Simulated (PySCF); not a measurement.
# Computed data sheet: `C=Nc1ccsc1`

Compound: C5H5NS.
Z-matrix (Å and degrees, GFN2-xTB geometry), rows numbered from 1:
```
C 
N   1  1.2568
C   2  1.3767  1  123.33
C   3  1.4259  2  121.30  1   147.56
C   4  1.3517  3  112.57  2   176.60
S   5  1.7234  4  112.24  3    -1.62
C   3  1.3705  2  126.72  1   -37.06
H   1  1.0802  2  117.88  3   177.11
H   1  1.0933  2  124.88  3    -3.67
H   4  1.0740  3  122.58  2    -4.52
H   5  1.0716  4  128.56  3   179.38
H   7  1.0722  3  128.07  2     0.45
```

Structural features include: imine and aromatic ring with sulfur.

From GFN2-xTB geometry:

- Point group of the GFN2-xTB geometry: C1
- Rotational constants A, B, C of the GFN2-xTB geometry: 6.180, 1.603, 1.289 GHz

From CAM-B3LYP/def2-SVPD ground state and vertical TDDFT (core frozen in the response) (PySCF):

* Dipole moment: 1.19 D
* HOMO energy: -7.80 eV
* LUMO energy: -0.16 eV
* HOMO–LUMO gap: 7.64 eV
* Lowest singlet excitation: 4.26 eV (291 nm, f = 0.065)
* Strongest line among the 8 lowest singlet transitions: S5 at 6.03 eV (205 nm, f = 0.177)
* Lowest triplet excitation (Tamm–Dancoff): 3.19 eV
* Static isotropic polarisability: 84.4 au
* Electronic spatial extent ⟨r²⟩ about the centre of nuclear charge: 884 bohr²

PBE0/pcSseg-1 ground state and GIAO shieldings, non-relativistic (PySCF):

* Lowest Hirshfeld atomic charge: -0.14 e on N2
* Highest Hirshfeld atomic charge: +0.10 e on S6
* 13C chemical shifts (computed TMS as zero) by class: 157.7 (C3), 152.9 (C1), 134.3 (C5), 132.8 (C4), 113.8 (C7) ppm
* 1H chemical shifts (computed TMS as zero) by class: 7.89 (H9), 7.31 (H10), 7.28 (H8), 7.19 (H11), 6.62 (H12) ppm
* Isotropic shieldings of nuclei other than C and H, by class: -128 (N2), 294 (S6) ppm
* Mayer bond orders between heavy atoms: C1–N2 1.91, N2–C3 1.10, C3–C4 1.24, C4–C5 1.59, C5–S6 1.17, S6–C7 1.16, C7–C3 1.49

Monoisotopic mass (most abundant isotopes): 111.0143 u.

S1 lies 3.38 eV below the HOMO–LUMO gap; its leading configuration is HOMO→LUMO, weight 0.64. A dipole of 1.19 D is allowed in C1, and pure rotational transitions are dipole-allowed. The rotational constants make it an asymmetric top with κ = (2B − A − C)/(A − C) = -0.87, nearer the prolate limit (−1). The principal polarisabilities are 52.8, 82.4 and 118.0 au; their mean is the isotropic value. The polarisability is 12.51 Å³ as a volume (1 au = 0.148185 Å³), or 1.46 au for each of the 58 electrons. The dipole matches unit charges of opposite sign 0.25 Å apart (1 e·Å = 4.8032 D). The vertical singlet–triplet gap S1 − T1 is 1.07 eV (TDDFT singlet less Tamm–Dancoff triplet; S1: HOMO→LUMO, weight 0.64; T1: HOMO→LUMO, weight 0.87). With B = h/(8π²I), that is 505.379 GHz u Å² over I, the principal moments of inertia are 81.8, 315.3 and 391.9 u Å² (most abundant isotopes); the inertial defect Ic − Ia − Ib is -5.2 u Å² (zero for a rigid planar frame, negative otherwise).

Geometry: GFN2-xTB, one conformer, isolated molecule.
